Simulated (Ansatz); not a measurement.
Ansatz (an electronic-structure program) input for Zn(Me)2 (C2H6Zn), SMILES [CH3][Zn][CH3], PBE0/def2-SVPD. The structure is a stationary point at B3LYP-D3(BJ)/def2-SVP. The isomer is the one that the SMILES or the coordinates give; other isomers of the formula were not compared.

Ansatz 0.2 input:
```yaml
crystal:
  periodic: [false, false, false]
  atoms:
    - {symbol: Zn, position_ang: [-0.00000000, 0.00000000, 0.00000000]}
    - {symbol: C, position_ang: [-0.00000000, 0.00000000, -1.95652318]}
    - {symbol: H, position_ang: [-0.89634561, -0.50247221, -2.35737081]}
    - {symbol: H, position_ang: [0.88332651, -0.52502197, -2.35737081]}
    - {symbol: H, position_ang: [0.01301911, 1.02749418, -2.35737081]}
    - {symbol: C, position_ang: [0.00000000, -0.00000000, 1.95652318]}
    - {symbol: H, position_ang: [-0.89634562, 0.50247221, 2.35737081]}
    - {symbol: H, position_ang: [0.88332651, 0.52502197, 2.35737081]}
    - {symbol: H, position_ang: [0.01301911, -1.02749418, 2.35737081]}
basis:
  gaussian:
    orbitals: def2-SVPD
hamiltonian:
  xc: {name: PBE0}
```

Log of the run:

```
WARN ansatz: RAYON_NUM_THREADS=1 ignored (pool sized by the plan → 1); use --threads N
Functional definition: PBE0
integrals: 0.05 GiB planned
1153 factors; their error is unknown
mean field: 0.46 GiB planned
mean field evaluation 1: about -50563.3145 eV, gradient 7.0e1 eV
mean field evaluation 2: about -50557.2461 eV, gradient 8.6e1 eV
mean field evaluation 4: about -50573.7857 eV, gradient 3.6e0 eV
mean field evaluation 8: about -50573.8083 eV, gradient 4.4e-2 eV
mean field evaluation 16: about -50573.9544 eV, gradient 3.7e-5 eV
mean field -50573.95435307 eV, -1858.5585422178 hartree, gradient 3.7e-5 eV, S^2 0.000000; 0 other end points of the search recorded, 0 dependent functions left out
reference -50573.95439679 eV, -1858.5585438246 hartree; 24, 24 occupied and 98, 98 virtual orbitals, 1153 factors
Total energy: -50573.95439679 eV, -1858.5585438246 hartree
```

The calculation finished and met its thresholds.

Cost: very roughly 2.9 core-seconds.
